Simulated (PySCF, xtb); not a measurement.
BF2, SMILES F[B]F (connectivity only; charge and spin as stated), charge +1, multiplicity 1.

Harmonic wavenumbers (cm⁻¹) from GFN2-xTB (xtb 6.7.1) at its own minimum, in rising order: 360, 360, 1050, 2159.

Problem. What does PySCF 2.14.0 with PBE-D3(BJ)/def2-TZVP give at its own minimum? (The exact figures need the calculation; the answer reports its results.)

Solution. 446, 446, 999, 2030. Paired by order, the mean absolute difference is 88 cm⁻¹ and the zero-point energies are 5.6 and 5.6 kcal/mol.
